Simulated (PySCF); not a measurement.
## UHF on Cu⁺ (copper, charge +1)

Configuration: [Ar] 3d10, closed-shell 1S. Calculation: PySCF 2.14, in aug-cc-pwCVDZ-PP with ECP10MDF; scalar relativity through the core potential.

```
Total energy             : -195.923010 hartree
One-electron energy      : -350.2605 hartree
Hartree (Coulomb) energy : 172.2189 hartree
Exchange energy          : -17.8813 hartree
⟨S²⟩                     : 0.0000
⟨L²⟩                     : 0.000
Sum of ⟨r⟩               : 15.84 bohr
Sum of ⟨r²⟩              : 18.16 bohr²
```

```tsv
shell	electrons	mean orbital energy (hartree)	rms radius, mean of both spins (bohr)
3s	2	-5.53888	0.769
3p	6	-3.74554	0.818
3d	10	-0.80347	1.14
```

Energies and moments cover only the electrons outside the core potential.
